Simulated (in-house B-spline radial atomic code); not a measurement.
A fraction x of an electron is removed from 5p in Ce IV (Ce3+), starting from [Xe] 4f1 and keeping the highest spin. Method: scalar-relativistic (X2C) PW91, spin-polarised, spherical fractional occupations, Fermi nucleus of rms radius 4.8771 fm. Calculated with an all-electron radial atomic-structure program (B-spline basis).

```json
{"x": "0", "E(x) - E(0) (eV)": "0.0000", "5p down level (eV)": "-45.790"}
{"x": "0.12", "E(x) - E(0) (eV)": "5.5797", "5p down level (eV)": "-47.206"}
{"x": "0.17", "E(x) - E(0) (eV)": "7.9547", "5p down level (eV)": "-47.798"}
{"x": "0.29", "E(x) - E(0) (eV)": "13.7759", "5p down level (eV)": "-49.223"}
{"x": "0.46", "E(x) - E(0) (eV)": "22.3163", "5p down level (eV)": "-51.254"}
{"x": "0.5", "E(x) - E(0) (eV)": "?", "5p down level (eV)": "?"}
{"x": "0.59", "E(x) - E(0) (eV)": "29.0806", "5p down level (eV)": "-52.814"}
{"x": "0.63", "E(x) - E(0) (eV)": "31.2028", "5p down level (eV)": "-53.296"}
{"x": "0.84", "E(x) - E(0) (eV)": "?", "5p down level (eV)": "?"}
{"x": "0.89", "E(x) - E(0) (eV)": "45.4680", "5p down level (eV)": "-56.441"}
{"x": "1", "E(x) - E(0) (eV)": "51.7500", "5p down level (eV)": "-57.778"}
```

Problem. What belongs in the row x = 0.5?

Solution. An energy change of 24.3760 eV; 5p down at -51.733 eV.

Problem. What belongs in the row x = 0.84?

Solution. An energy change of 42.6611 eV; 5p down at -55.834 eV.

Problem. Check Janak's theorem between x = 0.12 and 0.17.

Solution. The slope of the energy is 47.50 eV; the orbital levels give 47.50 eV (-ε of the emptying orbital, averaged over the two points).
